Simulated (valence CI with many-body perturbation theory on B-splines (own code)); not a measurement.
# Hyperfine factors and g values of Eu⁴⁸⁺

Calculated by relativistic CI+MBPT: five valence electrons over a frozen Dirac-Fock core [Ne], a basis of 9 s, 9 p, 8 d, 6 f, 3 g, 1 h functions for each j, with the one-electron correlation potential Σ1 (screened to all orders), the two-electron term Σ2, the three-electron term Σ3, Breit, model QED; selected single and double excitations, second order for the rest (own B-spline code, finite nucleus).

No measured spectrum was set against this ion. As an estimate, large intervals hold to a few tenths of a per cent, small ones and those within an open d or f shell to about a per cent. Among the levels kept, up to 620 cm⁻¹ of a level comes from second order outside the variational space, and about a tenth of that is noise between levels of different J, which matters for small intervals.

A/g_I is the dipole constant over the nuclear g factor μ/I (μ in nuclear magnetons, uniformly magnetised nucleus), B/Q the quadrupole constant per barn. Both hold the static response of the core; the bare values leave it out. Large factors of s and p1/2 electrons are usually good to 5 to 10 %; those of open d and f shells near neutrality can be off by tens of per cent, and small factors of p3/2, d and f electrons come from cancelling terms and can be off by a factor of two or in sign, in half-filled shells by more. B is blank for J = 1/2, where it vanishes, and for nearly pure S terms. Energies count from the lowest level.

Levels are named by their leading jj configuration (3d3/2^4 stands for four electrons in 3d with j = 3/2), which in mixed levels can hold well under half, so a name can repeat and another be missing. Letters in brackets count levels of one name in rising energy.

```csv
Level,E (eV),g,A/g_I (MHz),A/g_I bare,B/Q (MHz/b),B/Q bare
(3s^2 3p1/2^2 3p3/2) J=3/2,0.00,1.363,116000,116000,218000,214000
(3s^2 3p1/2 3p3/2^2) J=3/2,154.09,1.450,-28400,-25300,27300,26900
(3s^2 3p1/2 3p3/2^2) J=5/2,163.97,1.191,272000,268000,-645,-631
(3s^2 3p1/2 3p3/2^2) J=1/2,176.35,0.653,876000,857000,,
(3s^2 3p1/2^2 3d3/2) J=3/2,186.37,0.778,61200,62900,31600,33000
(3s^2 3p1/2^2 3d5/2) J=5/2,233.12,1.214,46100,47500,17900,19900
(3s 3p1/2^2 3p3/2^2) J=5/2,290.48,1.455,573000,563000,77400,76200
(3s 3p1/2^2 3p3/2^2) J=3/2,314.84,1.150,-292000,-282000,-37900,-37200
(3s 3p1/2^2 3p3/2^2) J=1/2,315.01,2.115,2360000,2310000,,
(3s^2 3p3/2^3) J=3/2,331.94,1.296,124000,124000,-244000,-240000
(3s^2 3p1/2 3p3/2 3d3/2) J=5/2 [a],339.01,0.956,205000,203000,-29200,-27800
(3s^2 3p1/2 3p3/2 3d3/2) J=3/2 [a],341.08,0.913,198000,196000,-141000,-139000
(3s^2 3p1/2 3p3/2 3d3/2) J=1/2 [a],341.32,0.207,322000,317000,,
(3s^2 3p1/2 3p3/2 3d3/2) J=7/2,348.95,1.043,200000,199000,221000,219000
(3s^2 3p1/2 3p3/2 3d3/2) J=5/2 [b],372.76,1.195,44700,46700,206000,203000
(3s^2 3p1/2 3p3/2 3d5/2) J=7/2 [a],377.33,1.305,-28800,-25600,249000,248000
(3s^2 3p1/2 3p3/2 3d3/2) J=3/2 [b],379.64,1.247,-3720,-378,9250,8300
(3s^2 3p1/2 3p3/2 3d3/2) J=1/2 [b],379.89,1.673,600000,587000,,
(3s^2 3p1/2 3p3/2 3d5/2) J=3/2 [a],384.46,1.362,-81100,-76400,-87800,-85900
(3s^2 3p1/2 3p3/2 3d5/2) J=9/2,387.96,1.192,150000,149000,229000,228000
(3s^2 3p1/2 3p3/2 3d5/2) J=5/2 [a],388.46,1.141,210000,208000,-162000,-159000
(3s^2 3p1/2 3p3/2 3d5/2) J=7/2 [b],407.67,1.109,170000,169000,24000,25300
(3s^2 3p1/2 3p3/2 3d5/2) J=5/2 [b],408.63,1.244,-20300,-17600,40200,40900
(3s^2 3p1/2 3p3/2 3d5/2) J=3/2 [b],414.56,0.930,249000,245000,30900,31000
(3s^2 3p1/2 3p3/2 3d5/2) J=1/2,417.27,1.256,-266000,-257000,,
(3s 3p1/2 3p3/2^3) J=3/2 [a],456.77,1.440,417000,411000,-205000,-202000
(3s 3p1/2 3p3/2^3) J=5/2,469.97,1.283,680000,667000,-268000,-264000
(3s 3p1/2^2 3p3/2 3d3/2) J=5/2 [a],471.54,1.286,452000,445000,64200,62800
(3s 3p1/2^2 3p3/2 3d3/2) J=3/2 [a],473.38,1.302,295000,291000,-2290,-3280
(3s 3p1/2^2 3p3/2 3d3/2) J=1/2 [a],474.70,2.499,1400000,1370000,,
(3s 3p1/2^2 3p3/2 3d3/2) J=7/2,478.92,1.294,434000,428000,203000,201000
(3s 3p1/2 3p3/2^3) J=1/2,486.78,1.347,-632000,-613000,,
(3s 3p1/2 3p3/2^3) J=3/2 [b],488.56,1.137,251000,248000,-13900,-13700
(3s 3p1/2^2 3p3/2 3d3/2) J=3/2 [b],493.95,0.995,173000,172000,-124000,-122000
(3s 3p1/2^2 3p3/2 3d3/2) J=5/2 [b],505.92,0.874,-100000,-95200,139000,139000
(3s 3p1/2^2 3p3/2 3d3/2) J=1/2 [b],509.16,0.565,408000,400000,,
(3s 3p1/2^2 3p3/2 3d5/2) J=9/2,510.51,1.370,348000,343000,220000,219000
(3s 3p1/2^2 3p3/2 3d5/2) J=5/2 [a],523.44,1.390,503000,494000,-117000,-115000
(3s^2 3p3/2^2 3d3/2) J=5/2,529.38,1.180,165000,164000,-32300,-32300
(3s^2 3p3/2^2 3d3/2) J=7/2,530.15,1.121,96800,97400,49200,50000
```

Task: Take the isotope of mass number 151, with I = 5/2, μ = 3.4635 μN and Q = 0.903 b. What is the hyperfine structure of (3s 3p1/2^2 3p3/2^2) J=3/2?

Result: From the table A = -404000 MHz, B = -34200 MHz. Shifts from the centre of gravity in MHz: F = 1: 2100000, F = 2: 1320000, F = 3: 120000, F = 4: -1520000.
